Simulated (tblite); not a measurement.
Species: C₅H₄FN₂ (doublet state).
SMILES: `N#CC1=C(F)C[N]C1`

Computed with GFN2-xTB (tblite): harmonic, unscaled wavenumbers at the GFN2-xTB geometry, gas phase. This tight-binding method is rough: wavenumbers can miss measured ones by several per cent, in bad cases by 10 to 20. Open shells enter through the occupations alone, without spin polarisation, and single modes of such species can be off by tens of per cent.

Harmonic wavenumbers (cm⁻¹): 128.3, 133.2, 219.6, 258.3, 341.4, 413.0, 486.8, 544.4, 575.1, 641.6, 820.6, 834.4, 878.3, 1005.2, 1018.4, 1038.5, 1043.1, 1169.7, 1180.3, 1185.0, 1243.9, 1302.4, 1378.7, 1390.5, 1669.1, 2365.3, 2815.2, 2822.1, 2874.6, 2881.4.

A = 3350, B = 1872, C = 1219 MHz; mass 111.036 u (most abundant isotopes); point group Cs, symmetry number 1; spin multiplicity 2.

Problem. Zero-point energy?

Solution. ½Σν̃ = 17329 cm⁻¹ = 49.55 kcal/mol.

Problem. What is S at 273.15 K and 1 bar for an ideal gas of classical rigid rotors and harmonic oscillators?

Solution. Translation 39.62, rotation 27.87, vibration 13.24, spin (R ln 2) 1.38: S = 82.1 cal/(mol K).

Problem. And Cp and H(273.15 K) − H(0)?

Solution. Cp = 25.50 cal/(mol K), of which vibrations give 17.55 (their classical limit is 30 R = 59.6); H(273.15 K) − H(0) = 4.35 kcal/mol without the zero-point energy, 2.18 from vibrations.

Problem. Which modes carry the vibrational entropy at 273.15 K?

Solution. 128.3 cm⁻¹: 2.80; 133.2 cm⁻¹: 2.73; 219.6 cm⁻¹: 1.81; 258.3 cm⁻¹: 1.52; 341.4 cm⁻¹: 1.07; 413.0 cm⁻¹: 0.79 cal/(mol K); the other 24 give 2.52 together.

Problem. How do the functions run with temperature in this model?

Solution. 
```json
{"T (K)": "100", "S (cal/(mol K))": "63.6", "Cp (cal/(mol K))": "13.3", "H − H(0) (kcal/mol)": "0.99", "G − H(0) (kcal/mol)": "-5.37", "ln q(vib)": "0.41"}
{"T (K)": "200", "S (cal/(mol K))": "75.0", "Cp (cal/(mol K))": "20.3", "H − H(0) (kcal/mol)": "2.67", "G − H(0) (kcal/mol)": "-12.33", "ln q(vib)": "1.62"}
{"T (K)": "300", "S (cal/(mol K))": "84.6", "Cp (cal/(mol K))": "27.4", "H − H(0) (kcal/mol)": "5.06", "G − H(0) (kcal/mol)": "-20.32", "ln q(vib)": "3.06"}
{"T (K)": "500", "S (cal/(mol K))": "101.5", "Cp (cal/(mol K))": "39.2", "H − H(0) (kcal/mol)": "11.79", "G − H(0) (kcal/mol)": "-38.98", "ln q(vib)": "6.15"}
{"T (K)": "800", "S (cal/(mol K))": "122.5", "Cp (cal/(mol K))": "49.9", "H − H(0) (kcal/mol)": "25.32", "G − H(0) (kcal/mol)": "-72.71", "ln q(vib)": "10.78"}
{"T (K)": "1000", "S (cal/(mol K))": "134.2", "Cp (cal/(mol K))": "54.2", "H − H(0) (kcal/mol)": "35.75", "G − H(0) (kcal/mol)": "-98.40", "ln q(vib)": "13.67"}
```

q(vib) and H(0) count from the zero-point level.

Hindered rotation and anharmonicity are outside this model.

Hardware: one thread, Arm Neoverse V2 (aarch64), shared host with 96 logical CPUs at a one-minute load of 51. Cost: 0.23 s. This covers the Hessian and the dipole derivatives.
